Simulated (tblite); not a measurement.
Record of a relaxation.

Compound: C4H10BNO.
SMILES with atom numbers: `[CH3:1][NH:2][B:3]1[CH2:4][CH2:5][O:6][CH2:7]1` (hydrogens: H8, H9, H10 on C1; H11 on N2; H12, H13 on C4; H14, H15 on C5; H16, H17 on C7)

Computed with GFN2-xTB (tblite), gas phase: L-BFGS steps from a force-field or distance-geometry start until the largest atomic force falls under 0.01 eV/Å. 11 of its 91 geometries are shown.

Step 0: E = -594.6232 eV, largest atomic force 2.235 eV/Å
```
atom  x, y, z in Å  |  force x, y, z in eV/Å
C1      2.447   -0.017    0.351    0.072   0.097   0.262
N2      1.439   -0.078   -0.722   -1.248  -1.445   0.741
B3      0.045    0.091   -0.219    0.752   0.345  -1.107
C4     -1.152   -0.956   -0.066    1.346  -0.628  -0.970
C5     -1.897   -0.311    1.072   -0.732  -1.637   0.749
O6     -1.840    1.053    0.931   -1.225   1.097   0.812
C7     -0.730    1.429    0.206    1.868   0.243  -1.203
H8      2.077   -0.633    1.199    0.590   0.301  -0.139
H9      2.618    1.012    0.711   -0.276  -0.340  -0.248
H10     3.415   -0.414    0.007   -0.417   0.138   0.026
H11     1.566   -1.032   -1.152   -0.295   1.254   0.344
H12    -1.710   -0.928   -1.027    0.040  -0.451   0.687
H13    -0.764   -1.962    0.181   -0.744   0.244  -0.300
H14    -2.946   -0.665    1.170    0.276   0.436  -0.216
H15    -1.408   -0.611    2.017    0.116  -0.031   0.141
H16    -0.061    2.140    0.714   -0.560   0.193   0.181
H17    -1.107    1.894   -0.733    0.435   0.183   0.242
```

Step 9: E = -595.2085 eV, largest atomic force 0.337 eV/Å
```
atom  x, y, z in Å  |  force x, y, z in eV/Å
C1      2.450   -0.009    0.380    0.013   0.051  -0.149
N2      1.363   -0.205   -0.572   -0.025  -0.146   0.265
B3      0.024    0.094   -0.276   -0.006  -0.004  -0.076
C4     -1.144   -0.992   -0.129    0.115   0.171  -0.123
C5     -1.864   -0.347    1.064   -0.115   0.058  -0.125
O6     -1.814    1.066    0.929   -0.009  -0.027  -0.080
C7     -0.653    1.466    0.186    0.009  -0.142   0.087
H8      2.259   -0.589    1.300    0.114   0.180  -0.216
H9      2.539    1.045    0.650   -0.007  -0.097  -0.074
H10     3.381   -0.368   -0.059    0.038   0.180   0.039
H11     1.507   -1.030   -1.140    0.032  -0.127   0.258
H12    -1.817   -1.059   -0.985   -0.053   0.045   0.046
H13    -0.820   -2.009    0.108   -0.005   0.163  -0.016
H14    -2.913   -0.618    1.102   -0.314  -0.056   0.109
H15    -1.395   -0.645    2.018    0.066   0.020  -0.111
H16    -0.117    2.211    0.784    0.133  -0.198   0.015
H17    -0.992    2.001   -0.723    0.016  -0.071   0.153
```

Step 18: E = -595.5157 eV, largest atomic force 0.633 eV/Å
```
atom  x, y, z in Å  |  force x, y, z in eV/Å
C1      2.501    0.093    0.334   -0.177  -0.139  -0.189
N2      1.307   -0.410   -0.350    0.140   0.077  -0.070
B3     -0.007    0.043   -0.315    0.119  -0.236   0.575
C4     -1.256   -0.967   -0.220    0.455  -0.049  -0.416
C5     -1.938   -0.332    0.990    0.083   0.038  -0.121
O6     -1.851    1.073    0.865    0.152   0.046  -0.023
C7     -0.604    1.421    0.242    0.069  -0.047  -0.054
H8      2.579   -0.431    1.305    0.036   0.355  -0.249
H9      2.433    1.177    0.492   -0.049  -0.393  -0.010
H10     3.415   -0.132   -0.234   -0.310   0.128   0.031
H11     1.474   -1.327   -0.761   -0.034   0.210   0.298
H12    -1.922   -1.044   -1.078   -0.038   0.139   0.052
H13    -0.900   -1.965    0.016   -0.195  -0.251   0.028
H14    -2.985   -0.583    1.107   -0.314  -0.041  -0.055
H15    -1.403   -0.657    1.889    0.080  -0.016   0.268
H16     0.013    1.983    0.964   -0.179  -0.074  -0.209
H17    -0.863    2.070   -0.604    0.163   0.254   0.144
```

Step 27: E = -595.7235 eV, largest atomic force 0.175 eV/Å
```
atom  x, y, z in Å  |  force x, y, z in eV/Å
C1      2.501    0.176    0.247   -0.080   0.000  -0.010
N2      1.306   -0.521   -0.174    0.002  -0.008   0.007
B3      0.012   -0.061   -0.235   -0.028   0.036   0.114
C4     -1.272   -1.005   -0.257    0.058   0.125  -0.002
C5     -1.973   -0.336    0.935   -0.029  -0.007  -0.042
O6     -1.847    1.064    0.776    0.103  -0.053  -0.004
C7     -0.535    1.359    0.269   -0.018  -0.035   0.078
H8      2.827   -0.207    1.217    0.094  -0.023   0.022
H9      2.276    1.233    0.358    0.032   0.052  -0.063
H10     3.315    0.051   -0.470   -0.040   0.006  -0.026
H11     1.460   -1.510   -0.305    0.144  -0.044  -0.090
H12    -1.882   -0.893   -1.152   -0.063   0.009  -0.005
H13    -1.118   -2.069   -0.086    0.015   0.041   0.031
H14    -3.035   -0.551    1.030   -0.112  -0.031  -0.047
H15    -1.460   -0.660    1.858   -0.086   0.053   0.057
H16     0.074    1.772    1.086   -0.035  -0.008   0.098
H17    -0.655    2.170   -0.457    0.042  -0.113  -0.119
```

Step 36: E = -595.7756 eV, largest atomic force 0.169 eV/Å
```
atom  x, y, z in Å  |  force x, y, z in eV/Å
C1      2.513    0.216    0.197    0.002   0.037  -0.036
N2      1.339   -0.580   -0.078   -0.011   0.052  -0.099
B3      0.040   -0.139   -0.122   -0.046   0.105   0.124
C4     -1.286   -1.004   -0.234    0.070   0.024   0.076
C5     -2.040   -0.324    0.916   -0.063   0.000  -0.042
O6     -1.854    1.069    0.751    0.062  -0.060  -0.074
C7     -0.494    1.298    0.344   -0.032  -0.015   0.034
H8      2.973   -0.090    1.138    0.084  -0.042   0.030
H9      2.231    1.261    0.272   -0.043   0.068   0.035
H10     3.242    0.119   -0.607    0.105  -0.055  -0.034
H11     1.565   -1.551   -0.237    0.000  -0.040  -0.062
H12    -1.837   -0.802   -1.156    0.058  -0.084   0.011
H13    -1.207   -2.079   -0.107   -0.035  -0.072   0.064
H14    -3.109   -0.527    0.917   -0.143   0.089  -0.010
H15    -1.622   -0.640    1.888   -0.019  -0.037  -0.062
H16     0.042    1.725    1.202    0.068   0.007  -0.002
H17    -0.503    2.059   -0.444   -0.056   0.023   0.046
```

Step 45: E = -595.8193 eV, largest atomic force 0.173 eV/Å
```
atom  x, y, z in Å  |  force x, y, z in eV/Å
C1      2.551    0.234    0.152   -0.003   0.038  -0.048
N2      1.375   -0.567   -0.109   -0.085  -0.025  -0.054
B3      0.059   -0.174   -0.017   -0.012   0.139   0.085
C4     -1.274   -1.036   -0.162    0.050   0.136   0.095
C5     -2.124   -0.314    0.894    0.037   0.081   0.012
O6     -1.866    1.071    0.756    0.047   0.028  -0.004
C7     -0.486    1.273    0.413    0.008  -0.057  -0.021
H8      3.043   -0.080    1.075   -0.017  -0.016   0.055
H9      2.263    1.277    0.240   -0.022   0.035   0.065
H10     3.276    0.150   -0.658    0.009  -0.061  -0.113
H11     1.602   -1.520   -0.354    0.035  -0.022   0.023
H12    -1.712   -0.840   -1.140   -0.088  -0.112  -0.093
H13    -1.257   -2.112   -0.003    0.074   0.013   0.039
H14    -3.206   -0.444    0.806    0.073  -0.037  -0.096
H15    -1.810   -0.651    1.897   -0.062  -0.012   0.013
H16     0.023    1.752    1.265   -0.047  -0.116  -0.048
H17    -0.463    1.995   -0.416    0.002  -0.011   0.091
```

Step 54: E = -595.8683 eV, largest atomic force 0.184 eV/Å
```
atom  x, y, z in Å  |  force x, y, z in eV/Å
C1      2.580    0.260    0.053   -0.050  -0.007   0.079
N2      1.390   -0.542   -0.142   -0.114  -0.055  -0.019
B3      0.076   -0.171    0.044   -0.003   0.084   0.095
C4     -1.239   -1.061   -0.070   -0.046   0.005   0.093
C5     -2.213   -0.278    0.823    0.004   0.058   0.002
O6     -1.861    1.095    0.776    0.007   0.041  -0.064
C7     -0.462    1.261    0.513    0.077  -0.041  -0.038
H8      3.119   -0.072    0.945    0.070  -0.055  -0.026
H9      2.294    1.297    0.209   -0.022   0.013  -0.083
H10     3.254    0.195   -0.807   -0.105  -0.010   0.041
H11     1.602   -1.502   -0.381    0.067   0.041  -0.021
H12    -1.612   -1.060   -1.095   -0.007   0.015  -0.068
H13    -1.203   -2.098    0.253    0.154  -0.101   0.007
H14    -3.256   -0.360    0.494    0.117   0.071   0.088
H15    -2.146   -0.640    1.868    0.012   0.043  -0.163
H16     0.037    1.650    1.417   -0.127  -0.046  -0.053
H17    -0.366    2.037   -0.262   -0.035  -0.057   0.129
```

Step 63: E = -595.8902 eV, largest atomic force 0.094 eV/Å
```
atom  x, y, z in Å  |  force x, y, z in eV/Å
C1      2.566    0.275    0.008    0.054  -0.016   0.021
N2      1.389   -0.558   -0.106   -0.015   0.023  -0.079
B3      0.082   -0.181    0.092   -0.003   0.034   0.002
C4     -1.223   -1.079   -0.030   -0.007  -0.002   0.024
C5     -2.243   -0.254    0.768   -0.006   0.040   0.013
O6     -1.861    1.109    0.725   -0.017   0.064  -0.022
C7     -0.447    1.244    0.569    0.062   0.009   0.000
H8      3.180   -0.056    0.851    0.044   0.050   0.004
H9      2.270    1.310    0.167   -0.003  -0.061   0.021
H10     3.171    0.218   -0.900   -0.021   0.000   0.001
H11     1.620   -1.509   -0.356   -0.024   0.005  -0.007
H12    -1.546   -1.151   -1.069   -0.005  -0.012  -0.056
H13    -1.146   -2.094    0.354   -0.040  -0.047   0.038
H14    -3.259   -0.293    0.366   -0.006  -0.073   0.003
H15    -2.272   -0.599    1.815    0.043   0.014  -0.014
H16     0.000    1.564    1.522   -0.065  -0.007   0.068
H17    -0.287    2.066   -0.139    0.009  -0.020  -0.015
```

Step 72: E = -595.9019 eV, largest atomic force 0.065 eV/Å
```
atom  x, y, z in Å  |  force x, y, z in eV/Å
C1      2.565    0.281   -0.034    0.039   0.019  -0.007
N2      1.394   -0.564   -0.094   -0.036  -0.004  -0.007
B3      0.093   -0.192    0.148    0.001  -0.019   0.006
C4     -1.208   -1.093    0.004    0.001  -0.024   0.021
C5     -2.259   -0.228    0.715   -0.013   0.006   0.020
O6     -1.868    1.129    0.628   -0.035   0.009  -0.037
C7     -0.442    1.231    0.628    0.038  -0.003  -0.019
H8      3.243   -0.032    0.764   -0.012  -0.030   0.033
H9      2.250    1.304    0.154    0.044   0.002   0.003
H10     3.110    0.241   -0.979    0.021   0.036  -0.028
H11     1.613   -1.513   -0.362    0.014   0.014  -0.004
H12    -1.473   -1.222   -1.049   -0.024   0.013   0.033
H13    -1.165   -2.085    0.450    0.011  -0.030  -0.020
H14    -3.257   -0.296    0.277   -0.014  -0.001   0.015
H15    -2.318   -0.526    1.775   -0.016   0.010   0.004
H16    -0.095    1.506    1.637   -0.025  -0.043   0.030
H17    -0.192    2.071   -0.025    0.006   0.047  -0.044
```

Step 81: E = -595.9079 eV, largest atomic force 0.038 eV/Å
```
atom  x, y, z in Å  |  force x, y, z in eV/Å
C1      2.576    0.277   -0.038    0.008   0.012   0.011
N2      1.391   -0.547   -0.123    0.011   0.000   0.000
B3      0.092   -0.185    0.142    0.011  -0.026  -0.012
C4     -1.204   -1.100    0.021   -0.001  -0.001  -0.011
C5     -2.260   -0.223    0.712   -0.006   0.008   0.011
O6     -1.880    1.131    0.564   -0.025   0.000   0.001
C7     -0.455    1.235    0.623    0.032  -0.019  -0.008
H8      3.236   -0.074    0.761    0.017  -0.009  -0.012
H9      2.288    1.302    0.176   -0.014   0.007   0.010
H10     3.130    0.257   -0.980   -0.005  -0.011   0.008
H11     1.603   -1.494   -0.403    0.012   0.000  -0.004
H12    -1.478   -1.248   -1.025   -0.005  -0.007  -0.016
H13    -1.150   -2.086    0.481   -0.004   0.006   0.006
H14    -3.261   -0.317    0.287   -0.015  -0.002   0.001
H15    -2.307   -0.479    1.783   -0.003   0.007   0.015
H16    -0.152    1.474    1.655   -0.003   0.002   0.011
H17    -0.178    2.089    0.001   -0.011   0.034  -0.011
```

Step 90: E = -595.9086 eV, largest atomic force 0.009 eV/Å
```
atom  x, y, z in Å  |  force x, y, z in eV/Å
C1      2.578    0.275   -0.027   -0.002   0.001   0.002
N2      1.392   -0.549   -0.121    0.002   0.001  -0.003
B3      0.090   -0.184    0.127    0.001  -0.005  -0.002
C4     -1.208   -1.098    0.010   -0.002   0.002   0.003
C5     -2.255   -0.224    0.721   -0.004   0.000  -0.001
O6     -1.883    1.129    0.560    0.000   0.000   0.003
C7     -0.457    1.237    0.608    0.002  -0.005  -0.004
H8      3.235   -0.079    0.772    0.002  -0.004  -0.001
H9      2.287    1.300    0.188    0.001   0.003   0.007
H10     3.137    0.255   -0.966   -0.007   0.006  -0.001
H11     1.610   -1.496   -0.399   -0.003   0.000   0.002
H12    -1.495   -1.235   -1.035    0.002  -0.003   0.003
H13    -1.152   -2.087    0.462    0.000   0.002  -0.001
H14    -3.265   -0.325    0.318   -0.002   0.001  -0.001
H15    -2.279   -0.477    1.794    0.004   0.000  -0.002
H16    -0.149    1.474    1.640    0.002   0.003  -0.001
H17    -0.191    2.097   -0.012    0.003  -0.002  -0.003
```

**Question.** Summarise the path.

**Answer.** The energy falls by 29.64 kcal/mol from step 0 to step 90; nine tenths of that is first reached at step 37. It falls at every step. The largest force goes from 2.235 to 0.009 eV/Å. Among the bonds N2–B3 changes most, from 1.492 to 1.375 Å; the atoms move by 0.809 Å rms after alignment.

**Question.** Follow the three bonds and two angles with the largest change from start to end.

**Answer.** 
```csv
step,E above end (kcal/mol),largest force (eV/Å),N2–B3 (Å),O6–C7 (Å),N2–H11 (Å),C1–N2–B3 (°),B3–C7–H17 (°)
0,29.64,2.235,1.492,1.378,1.054,112.9,106.8
4,19.43,0.558,1.405,1.445,1.007,120.7,107.0
8,16.54,0.290,1.404,1.429,1.012,123.2,107.1
12,14.08,0.635,1.391,1.445,1.009,125.6,110.1
16,10.95,0.422,1.391,1.430,1.013,130.0,108.5
20,7.17,0.621,1.386,1.442,1.014,129.4,112.7
23,5.14,0.335,1.381,1.433,1.008,128.9,117.5
27,4.27,0.175,1.375,1.438,1.009,129.0,119.0
31,3.70,0.167,1.373,1.434,1.012,127.6,116.2
35,3.18,0.186,1.373,1.440,1.009,126.8,114.9
39,2.65,0.220,1.375,1.430,1.011,126.9,113.1
43,2.25,0.149,1.376,1.438,1.010,127.1,112.6
47,1.81,0.169,1.376,1.433,1.011,127.4,112.6
51,1.29,0.180,1.376,1.438,1.010,127.4,113.1
55,0.80,0.154,1.378,1.431,1.011,127.9,113.4
59,0.56,0.102,1.376,1.433,1.010,127.6,114.4
63,0.42,0.094,1.375,1.430,1.010,127.2,115.4
67,0.27,0.087,1.375,1.432,1.010,127.0,115.5
70,0.19,0.064,1.375,1.430,1.010,127.0,115.5
74,0.11,0.070,1.374,1.431,1.010,127.2,115.4
78,0.03,0.040,1.374,1.432,1.010,127.9,115.6
82,0.01,0.034,1.375,1.431,1.010,127.8,116.1
86,0.00,0.015,1.375,1.432,1.010,127.8,116.5
90,0.00,0.009,1.375,1.431,1.010,127.8,116.5
```

The cost below is that of the whole relaxation. The run took 0.82 s wall on Arm Neoverse N1, one thread, no GPU, on a shared host.
